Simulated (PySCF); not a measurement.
# Excitation energy of C by level of theory

C [He] 2s2 2p2 (3P) → C [He] 2s1 2p3 (5S), as a difference of total energies. Computed with PySCF 2.14 in aug-cc-pV5Z (7s6p5d4f3g2h, 127 functions), with no relativity, point nucleus. Correlated levels: valence: 1s2 frozen. The calculations carry no spin-orbit coupling.

```
           method  excitation energy (eV)
              UHF                   2.571
              LDA                   4.062
              PBE                   4.116
             PBE0                   4.012
           r2SCAN                   3.609
            TPSSh                   4.368
           PBEsol                   3.969
        BHandHLYP                   4.713
    MP2 (valence)                   3.802
SCS-MP2 (valence)                   4.412
```

Errors of the correlated levels include the incompleteness of this basis and the frozen core.

Which method comes closest to the reference value, and which is furthest?

The reference is 4.179 eV (measured; NIST levels, between the centres of gravity of the two terms). Closest: PBE (error -0.063 eV); furthest: UHF (error -1.608 eV).
